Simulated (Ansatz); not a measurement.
`FC(F)N[SiH3]` and `C[SiH2]C(F)F` differ in one atom or group.

Ansatz, PBE0-D4/def2-TZVP geometries, multiplicity 1. Each molecule was computed in one conformer, which needn't be the lowest.

```
                                          property  `FC(F)N[SiH3]`
             HOMO energy (ωB97M-V/def2-TZVPP) / eV          -10.35
              HOMO–LUMO gap (PBE0/def2-TZVPP) / eV            8.35
                HOMO energy (PBE0/def2-TZVPP) / eV           -8.02
  size of the dipole moment (B3LYP/def2-TZVPP) / D            2.35
           HOMO–LUMO gap (ωB97M-V/def2-TZVPP) / eV           12.27
size of the dipole moment (ωB97M-V/def2-TZVPP) / D            2.33
```

Give the same properties after the change, and the shifts. (Estimate.)

Computed: 
| property | `C[SiH2]C(F)F` | shift |
| --- | --- | --- |
| HOMO energy (ωB97M-V/def2-TZVPP) / eV | -10.78 | -0.43 |
| HOMO–LUMO gap (PBE0/def2-TZVPP) / eV | 8.94 | 0.59 |
| HOMO energy (PBE0/def2-TZVPP) / eV | -8.46 | -0.44 |
| size of the dipole moment (B3LYP/def2-TZVPP) / D | 2.52 | 0.17 |
| HOMO–LUMO gap (ωB97M-V/def2-TZVPP) / eV | 12.79 | 0.52 |
| size of the dipole moment (ωB97M-V/def2-TZVPP) / D | 2.53 | 0.20 |

With PBE0 the HOMO falls by 0.44 eV and the LUMO rises by 0.14 eV, so the gap widens by about 0.58 eV. PBE moves the HOMO by -0.32 eV and ωB97M-V by -0.43 eV. Dipoles are sizes alone; their direction can turn.

B3LYP here is the variant with VWN-RPA as its local correlation; programs differ in this.
